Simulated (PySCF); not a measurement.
hydrogen iodide (HI), SMILES I.

Geometry optimised at PBE0-D3(BJ)/def2-TZVPD. The def2 effective core potentials stand for the cores of I; spin–orbit coupling is left out.

Computed with TDDFT-PBE0/def2-TZVPD in PySCF 2.14.0.

Vertical excitations; the highest root listed may be one member of a degenerate set.  State labels are in the subgroup C2v.

| state | symmetry | energy (eV) | λ (nm) | f | main pairs |
|---|---|---|---|---|---|
| S1 | B2 | 5.48 | 226 | 0.005 | HOMO→LUMO (degenerate set) |
| S2 | B1 | 5.48 | 226 | 0.005 | HOMO−1→LUMO (degenerate set) |
| S3 | B2 | 7.52 | 165 | 0.171 | HOMO→LUMO+2, HOMO→LUMO+1 (degenerate set) |
| S4 | B1 | 7.52 | 165 | 0.171 | HOMO−1→LUMO+2, HOMO−1→LUMO+1 (degenerate set) |
| S5 | B2 | 7.72 | 161 | 0.032 | HOMO→LUMO+1, HOMO→LUMO+2 (degenerate set) |
| S6 | B1 | 7.72 | 161 | 0.032 | HOMO−1→LUMO+1, HOMO−1→LUMO+2 (degenerate set) |
| S7 | A1 | 7.89 | 157 | 0.000 | HOMO−1→LUMO+3, HOMO→LUMO+4 (degenerate set) |
| S8 | A2 | 7.89 | 157 | 0.000 | HOMO→LUMO+3, HOMO−1→LUMO+4 (degenerate set) |
| S9 | A2 | 7.95 | 156 | 0.000 | HOMO−1→LUMO+4 50 %, HOMO→LUMO+3 50 % |
| S10 | A1 | 8.09 | 153 | 0.001 | HOMO→LUMO+4 49 %, HOMO−1→LUMO+3 49 % |
| T1 | B1 | 4.87 | 255 | 0 | HOMO−1→LUMO (degenerate set) |
| T2 | B2 | 4.87 | 255 | 0 | HOMO→LUMO (degenerate set) |
| T3 | B1 | 7.09 | 175 | 0 | HOMO−1→LUMO+2, HOMO−1→LUMO+1 (degenerate set) |
| T4 | B2 | 7.09 | 175 | 0 | HOMO→LUMO+2, HOMO→LUMO+1 (degenerate set) |
Triplets are in the Tamm–Dancoff approximation, which puts them higher than full response would, so one can lie above its singlet here.
